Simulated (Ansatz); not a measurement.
`[CH3][SbH][OH]` + SiH₄ → `[CH3][SbH][SiH3]` + H₂O at 500 K and 1 bar (formal exchange of groups at the Sb–O bond).

Calculated with Ansatz (gas phase, PBE0-D4/def2-TZVP geometries, no zero-point term in ΔE). CBS: MP2 limit from def2 TZ/QZ plus the TZ coupled-cluster correction, frozen cores. This one scheme is used for every species. Elements past krypton have def2 core potentials. For Sb outer-core shells are correlated without core-valence functions, which leaves a few kJ/mol of doubt a bond. Each species was taken in one conformer, which may not be the lowest.

| species | CCSD(T)/CBS energy (Eh) | H − E (kJ/mol) | S (J/(mol·K)) |
| --- | --- | --- | --- |
| `[CH3][SbH][OH]` | -356.25469 | 184.8 | 367.9 |
| SiH₄ | -291.46306 | 102.4 | 230.9 |
| `[CH3][SbH][SiH3]` | -571.34920 | 222.7 | 409.9 |
| H₂O | -76.37941 | 73.2 | 206.3 |

H − E and S are ideal-gas, rigid-rotor, harmonic terms from PBE0-D4/def2-TZVP, for one conformer and one mirror image of each species. 1 Eh = 2625.50 kJ/mol, R = 8.31446 J/(mol·K).

Question: By hand: ΔE, ΔH, ΔS and ΔG.

Answer: ΔE = (-571.34920) + (-76.37941) − (-356.25469) − (-291.46306) = -0.01086 Eh = -28.5 kJ/mol. Δ(H − E) = 222.7 + 73.2 − 184.8 − 102.4 = 8.7, so ΔH = -19.8 kJ/mol. ΔS = 409.9 + 206.3 − 367.9 − 230.9 = 17.4 J/(mol·K). ΔG = -19.8 − 500 × (17.4)/1000 = -28.5 kJ/mol.

Question: By hand: the equilibrium constant, and the temperature at which ΔG would vanish if ΔH and ΔS stayed fixed.

Answer: log₁₀ K = −ΔG/(RT ln 10) = 3.0. ΔH and −TΔS have one sign here, so there is no such temperature.

TΔS isn't small against ΔH here. A doubt of 5 kJ/mol in ΔE shifts log₁₀ K by 0.5 here. Other conformers and mirror images would add mixing entropy, several J/(mol·K) or more a flexible species. These are equilibria of isolated gas molecules and say nothing of rates. Largest T1 diagnostic: 0.013 (customary marks: 0.02 for closed shells, 0.045 for open ones).
